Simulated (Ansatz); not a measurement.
Relaxation of C₃H₁₀ClNSi (16 atoms, charge 0, multiplicity 1), to a largest force component of 0.02 eV/Å in at most 40 steps.

Method: Ansatz, RKS PBE-D4/STO-3G.

```xyz
16
Properties=species:S:1:pos:R:3
Si 0.000 0.000 0.000
N 0.000 0.000 1.820
C -1.216 -0.376 2.555
H -1.864 -1.000 1.905
H -0.938 -0.953 3.461
H -1.766 0.540 2.855
C 1.216 0.376 2.555
H 1.464 -0.416 3.292
H 2.058 0.494 1.842
H 1.046 1.335 3.087
H 1.377 0.000 -0.486
Cl -1.003 1.738 -0.709
C -0.881 -1.526 -0.623
H -1.380 -2.038 0.226
H -1.641 -1.233 -1.377
H -0.145 -2.215 -1.088
```

Problem. Where does it end, and by what steps?

Solution. The run converged. The force dipped under the threshold on the way, but the program's further checks kept it going. Limits of this set-up: minimal basis. After 21 steps the energy has fallen by 0.406 eV; H14 moved furthest, 1.10 Å.

```tsv
step	energy less start (eV)	largest force component (eV/Å)	accepted
0	0.0000	3.749	yes
1	-0.2618	0.864	yes
2	-0.3227	0.495	yes
3	-0.3288	0.745	yes
4	-0.3563	0.352	yes
5	-0.3676	0.143	yes
6	-0.3714	0.131	yes
7	-0.3573	0.573	no
8	-0.3754	0.155	yes
9	-0.3796	0.096	yes
10	-0.3828	0.086	yes
11	-0.3850	0.250	yes
12	-0.3903	0.160	yes
13	-0.3967	0.040	yes
14	-0.3619	0.585	no
15	-0.3999	0.014	yes
16	-0.4015	0.164	yes
17	-0.4033	0.088	yes
18	-0.4047	0.023	yes
19	-0.4054	0.076	yes
20	-0.4058	0.046	yes
21	-0.4059	0.009	yes
```

```xyz
16
Properties=species:S:1:pos:R:3
Si 0.023 -0.101 0.075
N 0.225 -0.418 1.794
C -1.029 -0.610 2.599
H -1.697 -1.326 2.080
H -0.764 -1.034 3.591
H -1.595 0.338 2.772
C 1.174 0.499 2.513
H 1.427 0.061 3.502
H 2.108 0.599 1.922
H 0.759 1.522 2.688
H 1.361 0.005 -0.496
Cl -0.932 1.778 -0.315
C -1.023 -1.437 -0.724
H -2.063 -1.413 -0.359
H -1.046 -1.302 -1.818
H -0.603 -2.434 -0.508
```

Run time: 97 s on 1 thread of Arm Neoverse V1, with other jobs on the host, peak memory 0.16 GiB.
